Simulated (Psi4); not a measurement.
Computed with SAPT0/jun-cc-pVDZ, frozen core run with Psi4 1.11.

Psi4 input:

```
molecule {
0 1
Br 0.71241346 0.00000000 0.00000000
H -0.71241346 -0.00000000 -0.00000000
--
0 1
Ge 2.83268068 -1.45621916 -2.39240361
H 2.35447290 -0.09807081 -2.92686295
H 3.55489535 -1.25350113 -1.05217783
H 3.79814818 -2.09290870 -3.40304620
H 1.62321279 -2.38039882 -2.18752311
units angstrom
symmetry c1
no_reorient
no_com
}
set basis jun-cc-pvdz
set scf_type df
set freeze_core true
energy('sapt0')
```

Part of the output:

```
    SAPT Results
  --------------------------------------------------------------------------------------------------------
    Electrostatics                 -3.51572617 [mEh]      -2.20615148 [kcal/mol]      -9.23053779 [kJ/mol]
      Elst10,r                     -3.51572617 [mEh]      -2.20615148 [kcal/mol]      -9.23053779 [kJ/mol]

    Exchange                        9.03746391 [mEh]       5.67109422 [kcal/mol]      23.72785822 [kJ/mol]
      Exch10                        9.03746391 [mEh]       5.67109422 [kcal/mol]      23.72785822 [kJ/mol]
      Exch10(S^2)                   8.97391639 [mEh]       5.63121755 [kcal/mol]      23.56101423 [kJ/mol]

    Induction                      -0.93830639 [mEh]      -0.58879615 [kcal/mol]      -2.46352308 [kJ/mol]
      Ind20,r                      -7.14496797 [mEh]      -4.48353509 [kcal/mol]     -18.75911082 [kJ/mol]
      Exch-Ind20,r                  6.65591409 [mEh]       4.17664915 [kcal/mol]      17.47510003 [kJ/mol]
      delta HF,r (2)               -0.44925251 [mEh]      -0.28191020 [kcal/mol]      -1.17951229 [kJ/mol]

    Dispersion                     -2.97157792 [mEh]      -1.86469330 [kcal/mol]      -7.80187676 [kJ/mol]
      Disp20                       -3.47125347 [mEh]      -2.17824444 [kcal/mol]      -9.11377472 [kJ/mol]
      Exch-Disp20                   0.49967555 [mEh]       0.31355114 [kcal/mol]       1.31189796 [kJ/mol]
      Disp20 (SS)                  -1.73562673 [mEh]      -1.08912222 [kcal/mol]      -4.55688736 [kJ/mol]
      Disp20 (OS)                  -1.73562673 [mEh]      -1.08912222 [kcal/mol]      -4.55688736 [kJ/mol]
      Exch-Disp20 (SS)              0.25873967 [mEh]       0.16236159 [kcal/mol]       0.67932090 [kJ/mol]
      Exch-Disp20 (OS)              0.24093588 [mEh]       0.15118955 [kcal/mol]       0.63257706 [kJ/mol]

  Total HF                          4.58343135 [mEh]       2.87614659 [kcal/mol]      12.03379735 [kJ/mol]
  Total SAPT0                       1.61185343 [mEh]       1.01145330 [kcal/mol]       4.23192059 [kJ/mol]
```
